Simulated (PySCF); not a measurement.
Computed with PBE-D3(BJ)/def2-TZVP // B3LYP-D3(BJ)/def2-TZVP (PySCF). All species are isolated molecules in the gas phase. 

Reference species (SMILES): `[NH2][AlH2]` (neutral, multiplicity 1).

```
Property       Result
-------------  ------
dipole moment  1.37 D
```

Changed species: `[NH2][AlH][NH2]` (whole molecule; the reference has whole molecule).

### Question
What does the change do to the dipole moment?

### Answer
the dipole moment decreases by 0.09 D, to 1.28 D.
